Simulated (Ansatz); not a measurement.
Basis-set extrapolation for C8H16 (`C[C@H]1CC[C@@H](C)CC1`) (PBE0-D4/def2-TZVP geometry, frozen core, Ansatz 0.2.0). Multiplicity 1, RHF reference.

|  | def2-TZVPP | def2-QZVPP |
| --- | --- | --- |
| HF | -312.387040 | -312.401365 |
| MP2 correlation | -1.396339 | -1.481796 |
| CCSD(T) correlation | -1.536093 | not run |

Energies in hartree. Use E(X) = E(∞) + A·exp(−7.88·√X) for Hartree–Fock and E(X) = E(∞) + B·X^(−2.97) for correlation, with X = 3 and 4, and add CCSD(T) minus MP2 of the smaller set to the MP2 limit.

Problem. What is the CCSD(T) energy at the basis-set limit?

Solution. HF limit: -312.401365 + (-0.014325) × 0.13774 = -312.40334. MP2 limit: -1.481796 + (-0.085457) × 0.74074 = -1.54510. Higher-order term: -1.536093 − (-1.396339) = -0.13975. Total: -314.08819 hartree, 433.4 kJ/mol below CCSD(T)/def2-TZVPP.
